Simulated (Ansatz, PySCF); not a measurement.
Al(F)2(OSiH3) (AlF2H3OSi), SMILES [F][Al]([O][SiH3])[F].

Geometry optimised at B3LYP-D3(BJ)/def2-SVP. The structure was generated by enumeration; whether it is a known compound was not checked. One conformer was computed; it need not be the lowest.

Vertical ionisation energy (IE) and electron affinity (EA) in eV. Rows of orbital energies are one-electron estimates. Where ΔSCF, EOM or ADC give a negative EA the extra electron is unbound and the value depends on the basis.

```tsv
level	IE	EA
−ε(HOMO), −ε(LUMO), PBE0/def2-TZVP (PySCF)	9.16	1.31
−ε(HOMO), −ε(LUMO), PBE/def2-TZVP (PySCF)	7.70	2.20
ΔSCF, CAM-B3LYP/def2-SVPD (Ansatz), final states of multiplicity 2 and 2	11.69	0.05
ΔSCF, PBE/def2-SVPD (Ansatz), final states of multiplicity 2 and 2	10.93	0.28
```

### Question
What vertical singlet–triplet gap does ΔSCF give with CAM-B3LYP/def2-SVPD (Ansatz, a program for electronic structure) and with PBE/def2-SVPD (Ansatz)? (The exact figures need the calculation; the answer reports its results.)

### Answer
6.84 and 5.84 eV (triplet above singlet where positive).
